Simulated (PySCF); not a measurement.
Input for PySCF:
```python
from pyscf import gto, scf, dft

mol = gto.Mole()
mol.atom = '''
    B    -0.621149    0.422611    0.010609
    F     0.523029   -0.210101   -0.001078
    H    -1.601514   -0.222146   -0.043347
'''
mol.basis = '6-31g**'
mol.charge = 0
mol.spin = 1
mol.verbose = 4
mol.build()

mf = dft.UKS(mol)
mf.xc = 'b3lyp'
mf.kernel()
```

### Question
What does this run give for the <S^2>, total energy, HOMO energy?

### Answer

```json
{
 "<S^2>": "0.751",
 "total_energy": "-125.2480 Eh",
 "HOMO energy": "-5.65 eV"
}
```

These values belong to the state on which the SCF converged, which isn't shown to be the lowest.
